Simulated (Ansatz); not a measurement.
Rb2F3, relaxed as a doublet with UKS PBE0-D4/def2-SVP in Ansatz, starting from the GFN1-xTB geometry. Force threshold 0.02 eV/Å.

In the def2 sets Rb takes a core potential; there is no spin–orbit coupling. The structure comes from a short search, and lower isomers may exist.

Start:

```xyz
5

Rb    0.503   -0.436   -1.497
Rb   -1.626    0.642    1.522
F     2.397   -0.447   -0.161
F    -1.900    0.175   -0.795
F     0.625    0.066    0.932
```

```tsv
step	energy (eV)	largest force component (eV/Å)	SCF passes
1	-9449.0427	2.126	43
2	-9449.4446	0.250	43
3	-9449.4486	0.137	39
4	-9449.4571	0.017	43
5	-9449.4574	0.007	36
6	-9449.4575	0.009	36
7	-9449.4582	0.029	44
8	-9449.4624	0.047	42
9	-9449.4689	0.174	42
10	-9449.4746	0.371	42
11	-9449.5291	0.207	42
12	-9449.5794	0.158	41
13	-9449.6416	0.212	39
14	-9449.7271	0.272	41
15	-9449.8248	0.245	40
16	-9449.8620	0.135	41
17	-9449.8695	0.026	39
18	-9449.8696	0.002	33
```

Force components are those of the run's own axes.

End:

```xyz
5

Rb    0.325   -0.869   -1.659
Rb   -0.890    0.992    1.356
F     1.498    0.582    0.244
F    -1.684    0.367   -0.905
F     0.751   -1.072    0.964
```

Bonds formed: Rb2–F3 (atoms count from 1). The end is the same structure that another start reached, the lowest one found.

The force fell under the threshold at step 4, but the optimiser went on and released 0.412 eV more. No frequencies were taken in this run, so the end may be a saddle point.

It took 43 s on 4 threads of Arm Neoverse V2 on a shared host.
